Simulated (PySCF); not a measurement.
Radial density of Ag⁺ (silver, charge +1)

UHF, [Kr] 4d10, closed-shell 1S. Calculation: PySCF 2.14, in cc-pVDZ-PP with ECP28MDF (4s4p3d1f, 38 functions); a scalar-relativistic core potential. This is the valence pseudo-density: the core potential removes the inner electrons and smooths the orbitals near the nucleus.

| r (bohr) | 4πr²ρ (e/bohr) |
| --- | --- |
| 0.0201 | 1.486e-05 |
| 0.0338 | 3.800e-05 |
| 0.0568 | 9.840e-05 |
| 0.0955 | 0.0005034 |
| 0.161 | 0.006276 |
| 0.270 | 0.1095 |
| 0.454 | 2.517 |
| 0.764 | 16.77 |
| 1.29 | 12.13 |
| 2.16 | 2.112 |
| 3.64 | 0.1222 |
| 6.12 | 0.0004058 |

Energies and moments cover only the electrons outside the core potential.
